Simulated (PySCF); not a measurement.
An equivalent PySCF input for Si (silicon, neutral), [Ne] 3s2 3p2, high-spin 3P determinant, with the spin-free X2C one-electron Hamiltonian (Gaussian nucleus):

```python
from pyscf import gto, scf, dft, mp, cc
import basis_set_exchange as bse
mol = gto.M(atom="Si 0 0 0", charge=0, spin=2, symmetry="D2h",
            basis=gto.basis.parse(bse.get_basis("ANO-RCC-VTZP", elements=["Si"], fmt="nwchem")),
            nucmod="G")
mf = dft.UKS(mol, xc="LDA,VWN").sfx2c1e()
mf.irrep_nelec = {'Ag': (3, 3), 'B1u': (2, 1), 'B2u': (2, 1), 'B3u': (1, 1)}
mf.kernel()
```

It reaches the same state as the run whose output follows, with an energy that differs only through the grid. The run itself started from symmetry-adapted Hartree-Fock orbitals and held the occupation by maximum overlap, on a logarithmic radial grid, so the iterations belong to that start.

```
SCF conv_tol = 1e-09
number electrons alpha = 8  beta = 6
XC functionals = LDA,VWN
    P. A. M. Dirac.,  Math. Proc. Cambridge Philos. Soc. 26, 376 (1930)
    F. Bloch.,  Z. Phys. 57, 545 (1929)
    S. H. Vosko, L. Wilk, and M. Nusair.,  Can. J. Phys. 58, 1200 (1980)
cycle= 1 E= -288.811079301861  delta_E= -0.00803  |g|= 0.0299  |ddm|= 0.097
cycle= 2 E= -288.811276550838  delta_E= -0.000197  |g|= 0.00715  |ddm|= 0.0193
cycle= 3 E= -288.81128713311  delta_E= -1.06e-05  |g|= 0.00018  |ddm|= 0.00301
cycle= 4 E= -288.811287157195  delta_E= -2.41e-08  |g|= 8.71e-05  |ddm|= 0.000391
cycle= 5 E= -288.811287163288  delta_E= -6.09e-09  |g|= 6.94e-06  |ddm|= 0.000141
cycle= 6 E= -288.811287163335  delta_E= -4.73e-11  |g|= 2.81e-07  |ddm|= 1.27e-05
converged SCF energy = -288.811287163335  <S^2> = 2.0016532  2S+1 = 3.0011019
```
